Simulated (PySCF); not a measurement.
This PySCF input asks for the NMR shieldings of `C[C@@H]1CN[Si@](O)(C[SiH3])N1`, C4H14N2OSi2; the geometry comes from GFN2-xTB.

```python
import basis_set_exchange as bse
import numpy as np
from pyscf import gto, dft
from pyscf.prop import nmr

atoms = """
C    -3.079441   -0.048272   -0.877497
C    -1.934232   -0.643829   -0.065702
C    -1.524164    0.263908    1.099017
N    -0.157850   -0.077278    1.430968
Si    0.713684   -0.542730    0.011558
O     1.682842   -1.824229    0.316827
C     1.875143    0.685561   -0.838242
Si    3.440881    1.021502    0.167571
N    -0.741993   -0.801951   -0.868018
H    -3.376347   -0.731090   -1.670407
H    -3.938422    0.137671   -0.237362
H    -2.762918    0.889011   -1.328206
H    -2.255702   -1.617061    0.342601
H    -1.617342    1.313037    0.786027
H    -2.175366    0.104369    1.964084
H     0.239135    0.532278    2.127031
H     1.365285   -2.533836    0.870915
H     1.351004    1.618696   -1.036266
H     2.161831    0.281841   -1.806422
H     3.095460    1.568684    1.486265
H     4.251082    2.026070   -0.537226
H     4.233962   -0.192686    0.338395
H    -0.851286   -1.402682   -1.665833
"""
names = dict.fromkeys(["C", "N", "Si", "O", "H"], "pcSseg-1")
basis = {el: gto.basis.parse(bse.get_basis(n, elements=[el], fmt="nwchem")) for el, n in names.items()}
mol = gto.M(atom=atoms, basis=basis, charge=0, verbose=0)
mf = dft.RKS(mol, xc="PBE0")
mf.grids.level = 2
mf.grids.alignment = dft.numint.BLKSIZE   # the property module wants whole blocks of grid points
mf.conv_tol = 1e-9
mf.kernel()

calc = nmr.RKS(mf)   # GIAO
C = mf.mo_coeff
Co = C[:, mf.mo_occ > 0]
resp = mf.gen_response(singlet=True, hermi=2)
def vind(x):   # induced exchange potential for any number of trial vectors
    d = np.einsum("pi,xij,qj->xpq", C, 2 * x.reshape(-1, C.shape[1], Co.shape[1]), Co, optimize=True)
    return np.einsum("xpq,pi,qj->xij", resp(d - d.transpose(0, 2, 1)), C, Co, optimize=True).ravel()
mo1, _ = nmr.rhf.solve_mo1(calc, with_cphf=vind)
sigma = calc.kernel(mo1)
for i, s in enumerate(sigma):   # ppm
    print("%2d %-2s %9.2f" % (i, mol.atom_pure_symbol(i), np.trace(s) / 3))
```

Question: What does it print?

Answer: 
```
 0 C     160.35
 1 C     134.49
 2 C     132.82
 3 N     225.93
 4 Si    366.59
 5 O     267.67
 6 C     193.62
 7 Si    424.59
 8 N     204.29
 9 H      30.45
10 H      30.73
11 H      30.93
12 H      28.02
13 H      29.05
14 H      28.43
15 H      31.17
16 H      29.81
17 H      32.19
18 H      31.61
19 H      27.94
20 H      27.67
21 H      27.66
22 H      31.22
```

These numbers come from an equivalent density-fitted implementation of the same equations, which agrees with the script to about 0.01 ppm for H and up to a few tenths of a ppm for heavy atoms, so last digits may differ.

Question: Turn these shieldings into chemical shifts. Shifts are taken against calculated references (same method and geometry level): TMS for 13C (σref 186.93), 29Si (σref 349.16), 1H (σref 31.72); 15N (σref 267.73) against NH3; 17O (σref 336.08) against H2O.

Answer: Averaging equivalent atoms: C 2: 54.1; C 1: 52.4; C 0: 26.6; C 6: -6.7; N 8: 63.4; N 3: 41.8; Si 4: -17.4; Si 7: -75.4; O 5: 68.4; H 19/20/21: 3.96; H 12: 3.69; H 14: 3.29; H 13: 2.67; H 16: 1.91; H 9/10/11: 1.02; H 15: 0.55; H 22: 0.50; H 18: 0.11; H 17: -0.48 ppm. Experimental scales use liquid or dissolved standards, which lie at an offset from isolated NH3 (liquid NH3: subtract about 20 ppm) and H2O (liquid H2O: subtract about 36 ppm).

Size and cost of the density-fitted run: 237 basis functions, 2 min wall time on 1 thread of an Arm Neoverse N1, shared host; peak memory 1.1 GiB.
